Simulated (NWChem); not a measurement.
Species: SiHOF, singlet; SMILES O[Si]F

Program: NWChem. Low-valent species are run as closed-shell singlets; no triplet was tried in these runs. All runs use the structure optimised with PBE0/def2-SVP. One conformer.

Diagonal of the polarisability tensor at B3LYP/def2-TZVPD, 589 nm: 37.35, 37.37, 34.84 bohr³.

Problem. Find the mean polarisability volume, the molar refraction, and the refractive index that an ideal gas of it would have at 273.15 K and 1 atm.

Solution. 
1. Mean: one third of the trace = 36.52 bohr³ × 0.14818 Å³/bohr³ = 5.41 Å³.
2. Molar refraction (Lorentz-Lorenz): (4π/3) N_A α = 13.7 cm³/mol.
3. Number density p/kT = 2.687 × 10⁻⁵ Å⁻³; n − 1 = 2π N α = 9.14 × 10⁻⁴.
